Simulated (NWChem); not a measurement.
Molecule: C2H3AlCl2; SMILES C=[CH][Al]([Cl])[Cl]

```xyz
8

Al    -0.1243     0.1110     0.0000
Cl    -0.4379     2.1831     0.0000
Cl     1.8589    -0.5764     0.0000
C     -1.5713    -1.1576     0.0000
C     -1.3377    -2.4796     0.0000
H     -2.6179    -0.8245     0.0000
H     -2.1488    -3.2188     0.0000
H     -0.3208    -2.8908     0.0000
```
Atoms are numbered in this order, from 1.

Results from NWChem. The geometry was optimised at PBE0/def2-SVP. Total energies compare along this basis series because the functional is fixed.

| level | basis functions | energy (Ha) | highest occupied level (eV) | orbital gap (eV) | dipole (D) |
|---|---|---|---|---|---|
| PBE0/cc-pVDZ | 97 | -1240.4650 | (withheld) | 6.84 | 2.36 |
| PBE0/aug-cc-pVDZ | 154 | -1240.4763 | -8.53 | 6.77 | 2.33 |
| PBE0/cc-pVTZ | 204 | -1240.5357 | -8.50 | 6.85 | 2.27 |

Problem. Complete the blanks.

Solution. 
- PBE0/cc-pVDZ, highest occupied level (eV): -8.44
